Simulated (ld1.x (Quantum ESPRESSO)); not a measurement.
# Cutoff test, boron (B), ultrasoft

boron (B), ultrasoft, made with ld1.x (Quantum ESPRESSO) 7.5 (PBE, scalar-relativistic). Core [He], reference 2s2 2p1. Waves: 2s (bound): rcut 1.55, rcutus 1.70 bohr; 2s channel at 0.35 Ry: rcut 1.55, rcutus 1.70 bohr; 2p (bound): rcut 2.35, rcutus 2.45 bohr; 2p channel at 2.85 Ry: rcut 2.35, rcutus 2.45 bohr. Local part: all-electron potential smoothed inside 1.40 bohr (lloc = -1). Core correction: none. Augmentation charge: PSQ, radius 1.15 bohr.

The pseudo-atom Hamiltonian at the reference potential is diagonalised in spherical Bessel functions j_l(qr) that vanish at 20 bohr, with q² up to the cutoff. All-electron valence levels (Ry): 2s -0.6940, 2p -0.2651.

How do the lowest levels (Ry) of each channel move with the cutoff, and are there ghosts?

```tsv
cutoff (Ry)	s #1	p #1	p #2	d #1	d #2	f #1	Σ f·Δε (mRy)
8	-0.6938	-0.2498	0.0299	0.0662	0.1603	0.1130	15.8
10	-0.6939	-0.2623	0.0293	0.0662	0.1603	0.1130	3.1
12	-0.6939	-0.2648	0.0292	0.0662	0.1603	0.1130	0.6
15	-0.6940	-0.2650	0.0292	0.0662	0.1603	0.1130	0.3
18	-0.6940	-0.2650	0.0292	0.0662	0.1603	0.1130	0.2
400	-0.6941	-0.2651	0.0292	0.0662	0.1603	0.1130	0.0
```

Result: no extra level below or beside the all-electron valence levels (s, p, d, f tested); 10 mRy is reached at 10 Ry and 1 mRy at 12 Ry.
